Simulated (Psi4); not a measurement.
CF4 (SMILES FC(F)(F)F), singlet, geometry from GFN2-xTB. Base run: CCSD(T)/cc-pVDZ (Psi4).

Here is a job for Psi4.
```
memory 2 GB

molecule {
0 1
C     0.00000000    0.00000000   -0.00000000
F     0.76156680    0.76669051    0.74768414
F    -0.74940203   -0.75691441    0.76961488
F    -0.76791520    0.75064431   -0.75740957
F     0.75575043   -0.76042041   -0.75988945
}

set {
  basis cc-pvdz
  freeze_core true
}

energy('ccsd(t)')
print_variables()
```

Variants of this job, named by their change:

```csv
change,ΔE vs base (mEh),MP2 correlation (Eh),basis functions
base,0.000,-0.86827,70
method = ccsd,16.486,-0.86827,70
method = dlpno-mp2,26.255,-0.86819,70
method = mp2,26.143,-0.86831,70
method = mp3,27.047,-0.86831,70
method = fno-ccsd(t),0.000,-0.86827,70
method = mp4,-4.687,-0.86827,70
method = qcisd(t),-1.007,-0.86827,70
```
